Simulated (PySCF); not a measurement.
# Badger's rule along the second period: bonds to Te

PBE0 in PySCF with def2-SVPD on every atom (core potentials on Te), for the lowest determinant that a PBE0 search found; no spin–orbit coupling. Badger's rule says that Re = d + c·k^(−1/3) for bonds between atoms of fixed rows.

| molecule | state (unpaired electrons) | Re (Å) | k (mdyn/Å) |
| --- | --- | --- | --- |
| TeO | triplet (π ↑↑) | 1.851 | 5.58 |
| TeC | singlet (closed shell) | 1.891 | ? |
| BTe | doublet (σ ↑) | 1.957 | ? |
| LiTe | doublet (π ↑) | 2.487 | 0.816 |

**Question.** Fix c and d from TeO and LiTe.

**Answer.** c = (2.487 − 1.851)/(0.816^(−1/3) − 5.58^(−1/3)) = 1.256, d = 1.851 − c·5.58^(−1/3) = 1.143 Å.

**Question.** Predict k of the others and set the computed values beside them.

**Answer.** 

```csv
molecule,k by the rule,k computed,difference (%)
TeC,4.73,5.24,-10
BTe,3.67,4.16,-12
```

The rule misses by 11 % on average; it knows nothing of spin state or of how ionic a bond is, and both change along this series.

Spin–orbit coupling is left out. States were picked by a PBE0 search and need not be the measured ground states.
